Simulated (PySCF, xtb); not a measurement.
C₂H₃ClFGa, SMILES C=[CH][Ga]([F])[Cl].

GFN2-xTB in xtb at its own geometry gives an orbital gap of 4.10 eV and a dipole moment of 4.31 D.

Coordinates come from a ωB97X-D3(BJ)/def2-SVP optimisation. The structure was generated by enumeration; whether it is a known compound was not checked. One conformer was computed; it need not be the lowest.

What does PBE/def2-TZVP in PySCF give? (The exact figures need the calculation; the answer reports its results.)

gap 4.95 eV (levels -7.63 and -2.68 eV), dipole 3.23 D.
